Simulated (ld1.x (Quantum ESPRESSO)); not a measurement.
## Cutoff test, platinum, ultrasoft

- Element: Pt (Z = 78)
- Generator: ld1.x (Quantum ESPRESSO) 7.5
- Type: ultrasoft
- Functional: PBE
- Relativity: scalar-relativistic
- Frozen core: [Xe] 4f14
- Valence charge: 10
- Reference configuration: 5d8 6s0 6p0 (charge +2)
- Partial waves: 6s (bound, empty): rcut 1.65, rcutus 2.05 bohr; 6s channel at 0.6 Ry: rcut 1.65, rcutus 2.05 bohr; 6p (bound, empty): rcut 1.60, rcutus 2.20 bohr; 6p channel at 0.9 Ry: rcut 1.60, rcutus 2.20 bohr; 5d (bound): rcut 1.45, rcutus 1.65 bohr; 5d channel at -1.5 Ry: rcut 1.45, rcutus 1.65 bohr
- Local potential: all-electron potential smoothed inside 1.40 bohr (lloc = -1)
- Core correction: a·sin(br)/r model core, default radius (core density twice the valence density)
- Augmentation charge: built from norm-conserving waves at rcut, not smoothed further

The pseudo-atom Hamiltonian at the reference potential is diagonalised in spherical Bessel functions j_l(qr) that vanish at 20 bohr, with q² up to the cutoff. All-electron valence levels (Ry): 6s -1.6268, 6p -1.0547, 5d -1.9020.

How do the lowest levels (Ry) of each channel move with the cutoff, and are there ghosts?

```csv
cutoff (Ry),s #1,s #2,p #1,p #2,p #3,d #1,f #1,Σ f·Δε (mRy)
8,-4.9768,-1.6210,-1.0864,-0.5831,-0.3886,-1.1183,-0.3003,6269.6
12,-7.0094,-1.6262,-1.6912,-1.0528,-0.4175,-1.3931,-0.3023,4071.4
15,-7.9847,-1.6263,-2.1024,-1.0543,-0.4177,-1.5311,-0.3034,2967.1
21,-10.4065,-1.6267,-2.4006,-1.0543,-0.4177,-1.7899,-0.3044,896.5
25,-11.2125,-1.6267,-2.5412,-1.0543,-0.4178,-1.8446,-0.3050,459.2
35,-12.5483,-1.6268,-2.7032,-1.0544,-0.4178,-1.8987,-0.3055,26.6
45,-12.8480,-1.6268,-2.7545,-1.0544,-0.4178,-1.9015,-0.3057,4.0
50,-12.9067,-1.6268,-2.7637,-1.0544,-0.4178,-1.9016,-0.3058,3.7
60,-12.9424,-1.6268,-2.7736,-1.0544,-0.4178,-1.9018,-0.3058,1.7
70,-12.9576,-1.6268,-2.7776,-1.0544,-0.4178,-1.9019,-0.3058,0.6
90,-12.9628,-1.6268,-2.7792,-1.0544,-0.4178,-1.9020,-0.3058,0.4
400,-12.9630,-1.6268,-2.7793,-1.0544,-0.4178,-1.9020,-0.3058,0.0
```

Result: ghost states, extra bound levels that the all-electron valence spectrum of the same l lacks: s at -176.4 eV, p at -37.8 eV (a true bound ghost makes a file unfit for plane-wave use); 10 mRy is reached at 40 Ry and 1 mRy at 70 Ry.

4 of 7 tests not solved or not reliable.
